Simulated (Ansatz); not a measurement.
Ansatz (a quantum-chemistry and plane-wave program) input (CCSD(T)/aug-cc-pVDZ):

Ansatz 0.2 input:
```yaml
crystal:
  periodic: [false, false, false]
  atoms:
    - {symbol: Br, position_ang: [-0.00000000, -0.00000000, -0.03957855]}
    - {symbol: H, position_ang: [0.00000000, 0.00000000, 1.38524928]}
basis:
  gaussian:
    orbitals: aug-cc-pVDZ
magnetization: {spin_polarized: false}
correlation: {method: ccsd_t, electrons: outside_noble_gas}
output: {forces: true}
```

End of the output:

```
coupled cluster: 0.06 GiB planned
cycle   1  -3.97549385 eV  change   -3.3e-1 eV  update   3.9e-2
cycle   2  -4.06948711 eV  change   -9.4e-2 eV  update   1.2e-2
cycle   3  -4.07648566 eV  change   -7.0e-3 eV  update   2.8e-3
cycle   4  -4.07625607 eV  change    2.3e-4 eV  update   6.3e-4
cycle   5  -4.07609871 eV  change    1.6e-4 eV  update   1.5e-4
cycle   6  -4.07609091 eV  change    7.8e-6 eV  update   3.6e-5
cycle   7  -4.07609465 eV  change   -3.7e-6 eV  update   9.8e-6
cycle   8  -4.07609462 eV  change    2.8e-8 eV  update   2.4e-6
perturbative correction -0.09117296 eV, -0.0033505445 hartree
the calculation of the forces begins
Total energy: -70018.34911074 eV, -2573.1268696780 hartree
Atom 0 at    -0.000000    -0.000000    -0.039579 Å, force    -0.000000    -0.000000    -0.102968 eV/Å
Atom 1 at     0.000000     0.000000     1.385249 Å, force     0.000000    -0.000000     0.102968 eV/Å
Dipole moment:     0.000000     0.000000     0.180295 e Å
```
